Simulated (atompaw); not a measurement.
**Mg: one change to a PAW (atompaw) potential, before and after**

```json
{
  "Element": "Mg (Z = 12)",
  "Generator": "atompaw 4.2.0.5",
  "Type": "PAW",
  "Functional": "PBE",
  "Relativity": "non-relativistic",
  "Frozen core": "[Ne]",
  "Valence charge": "2",
  "Reference configuration": "3s2 3p0",
  "Partial waves": "3s (bound): rc 3.00 bohr; 3s channel at 4.8 Ry: rc 2.45 bohr; 3p (bound, empty): rc 3.00 bohr; 3p channel at 0.6 Ry: rc 3.00 bohr; 3d channel at 0.4 Ry: rc 3.00 bohr",
  "Local potential": "ultrasoft scheme with l = 3 at 0.5 Ry, radius 1.95 bohr",
  "Core correction": "smooth core density matched at 1.70 bohr",
  "Augmentation charge": "gaussian compensation charge, radius 3.00 bohr; PAW radius 3.00 bohr; waves and projectors: custom rrkj gramschmidtortho"
}
```

Change: wave 3s (bound): rc 3.00 bohr becomes 3s (bound): rc 2.06 bohr.

Cutoffs: the cutoffs (Ry, on a coarse ladder) from which the occupation-weighted sum of valence levels, in a spherical-Bessel basis at the reference potential, stays within 10 and 1 mRy of its value at 400 Ry; they do not see the model core or the augmentation charge, which bear on the density cutoff.

Task: What does the change do?

Result: Both files are very soft, the changed one slightly harder (loose and tight cutoff 6 and 6 Ry → 6 and 8 Ry on this coarse ladder); the range in which the s phases agree widens (upper end 2.4 → at the end of the scan); neither file shows a bound ghost.

| quantity | base | changed |
| --- | --- | --- |
| cutoff, loose | 6 Ry | 6 Ry |
| cutoff, tight | 6 Ry | 8 Ry |
| bound ghosts | none | none |
| s: phases at 3.00 bohr within 0.05 rad from the reference energy up to (Ry; the scan ends near 5) | 2.4 | to the end of the scan |
| p: phases at 3.00 bohr within 0.05 rad from the reference energy up to (Ry; the scan ends near 5) | 2.8 | 2.8 |
| d: phases at 3.00 bohr within 0.05 rad from the reference energy up to (Ry; the scan ends near 5) | 2.6 | 2.6 |
| lowest overlap eigenvalue by channel | s 0.66, p 0.79, d 1.00 | s 0.86, p 0.79, d 1.00 |

 The cutoffs see the waves, projectors and local potential, not the compensation charge or the core.
